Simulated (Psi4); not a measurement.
A dimer, CH3F ··· BF3 (SMILES CF and FB(F)F), singlet; the first 5 atoms form monomer A.

```
9

C     -0.0660    -0.0038     0.0095
F      1.3069     0.0748    -0.1883
H     -0.2603    -0.1514     1.0726
H     -0.5242     0.9260    -0.3301
H     -0.4564    -0.8456    -0.5638
F      1.4028     1.1842    -2.6013
B      2.0694     0.0674    -2.4016
F      1.4727    -1.0930    -2.5683
F      3.3314     0.1106    -2.0322
```

What interaction energy does SAPT0/jun-cc-pVDZ, frozen core run with Psi4 give, and which attractive term is the largest?

Total -4.17 kcal/mol: electrostatics -9.07, exchange 9.33, induction -2.25, dispersion -2.18. The most attractive term is electrostatics.
